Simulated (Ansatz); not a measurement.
The Ansatz (a quantum-chemistry and plane-wave program) input:
Ansatz 0.2 input:
```yaml
crystal:
  periodic: [false, false, false]
  atoms:
    - {symbol: Si, position_ang: [0.00000000, -0.00000000, 0.00000000]}
    - {symbol: F, position_ang: [0.88552320, 0.90402113, 0.92229500]}
    - {symbol: F, position_ang: [-0.91389002, -0.91243756, 0.88560507]}
    - {symbol: F, position_ang: [-0.89400971, 0.90408216, -0.91401078]}
    - {symbol: F, position_ang: [0.92237653, -0.89566573, -0.89388928]}
basis:
  gaussian:
    orbitals: pcseg-1.json
magnetization: {spin_polarized: false}
correlation: {method: mp2, electrons: all}
```
The basis file holds pcseg-1 in the JSON format of the Basis Set Exchange.

Predict the total energy from MP2/pcseg-1 (Ansatz).

-687.6432 Eh

Estimate the MP2 correlation energy that MP2/pcseg-1 returns for this input.

-0.8409 Eh

Estimate the number of basis functions that MP2/pcseg-1 returns for this input.

74
